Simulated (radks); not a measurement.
Values are calculated unless marked as measured or tabulated.
Species: Mo4+. Configuration: [Kr] 4d2 (the NIST ground configuration). Code: a radial shooting solver on a logarithmic mesh with Libxc functionals. Model: scalar-relativistic Kohn-Sham, SCAN, spin-polarised, spherical densities, finite nucleus; open shells are filled with parallel spins first (spin-orbit coupling, left out, can overturn this in heavy ions); meta-GGA in the generalised Kohn-Sham scheme; Fermi nuclear charge, rms radius 4.4091 fm.

Unscreened Slater integrals over Kohn-Sham orbitals (cm^-1). They are taken over the spin-up orbitals.

F0(4d,4d): 131200
F2(4d,4d): 67294
F4(4d,4d): 44514
F0(4d,4p): 145050
F2(4d,4p): 72884
G1(4d,4p): 91298
G3(4d,4p): 56202
F0(4d,4s): 149670
G2(4d,4s): 66734
F0(4d,3d): 175370
F2(4d,3d): 33320
F4(4d,3d): 14548
G0(4d,3d): 10984
G2(4d,3d): 12336
G4(4d,3d): 9276.9
F0(4p,4p): 164980
F2(4p,4p): 87480
F0(4p,4s): 172130
G1(4p,4s): 117460
F0(4p,3d): 212830
F2(4p,3d): 49470
G1(4p,3d): 15866
G3(4p,3d): 15312
F0(4s,4s): 180480
F0(4s,3d): 229360
G2(4s,3d): 18745
F0(3d,3d): 481960
F2(3d,3d): 237480
F4(3d,3d): 150900

Derived for the open shells (J is the average intra-shell exchange parameter used in DFT+U). 4d: Racah B = F2/49 - 5 F4/441 = 868.7 cm^-1, C = 35 F4/441 = 3533 cm^-1, C/B = 4.07, F4/F2 = 0.661, J = (F2 + F4)/14 = 7986 cm^-1.
